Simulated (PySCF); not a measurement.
A side-by-side comparison of computed properties.

First species: C2H12FPSi3.
InChI=1S/C2H12FPSi3/c1-7(2)4(5)6-3/h7H,6H2,1-2,5H3

Second species: C6H12ClFO.
SMILES: `COC[C@](C)(F)CCCl`

Levels: PBE0/pcSseg-1 for dipole moment, HOMO energy, LUMO energy and HOMO–LUMO gap; GFN2-xTB for rotational constant A and rotational constant C. Geometries: GFN2-xTB. All species are isolated and taken at one optimised geometry, non-relativistic unless stated; the electronic structure was computed with PySCF and density fitting.

The conformers computed, where there is a choice (atom-mapped SMILES and torsion angles):
- `[CH3:1][SiH:2]([CH3:3])[P:4]([SiH3:5])[SiH2:6][F:7]`: C1–Si2–P4–Si5 67°, Si2–P4–Si6–F7 66°
- `[CH3:1][O:2][CH2:3][C@:4]([CH3:5])([F:6])[CH2:7][CH2:8][Cl:9]`: C1–O2–C3–C4 179°, O2–C3–C4–C5 -73°, C3–C4–C7–C8 58°, C4–C7–C8–Cl9 172°

```json
{"property": "dipole moment", "column X": "3.37 D", "column Y": "1.97 D"}
{"property": "HOMO energy", "column X": "-7.90 eV", "column Y": "-7.22 eV"}
{"property": "LUMO energy", "column X": "0.88 eV", "column Y": "-0.62 eV"}
{"property": "HOMO–LUMO gap", "column X": "8.78 eV", "column Y": "6.60 eV"}
{"property": "rotational constant A", "column X": "1.616 GHz", "column Y": "1.192 GHz"}
{"property": "rotational constant C", "column X": "0.601 GHz", "column Y": "0.600 GHz"}
```

Question: Which column belongs to which species?

Answer: Column X is the second species and column Y the first. The first has 19 atoms and 90 electrons, the second 21 and 82.

Question: How does each property change from the first species to the second?

Answer: dipole moment +1.40 D; HOMO energy -0.68 eV; LUMO energy +1.50 eV; HOMO–LUMO gap +2.18 eV; rotational constant A +0.424 GHz; rotational constant C +0.001 GHz.

On the first: A dipole of 1.97 D is allowed in C1, and pure rotational transitions are dipole-allowed. The dipole matches unit charges of opposite sign 0.41 Å apart (1 e·Å = 4.8032 D).

On the second: The dipole equals about 11.3 × 10⁻³⁰ C·m (1 D = 3.33564 × 10⁻³⁰ C·m). A dipole of 3.37 D is allowed in C1, and pure rotational transitions are dipole-allowed.
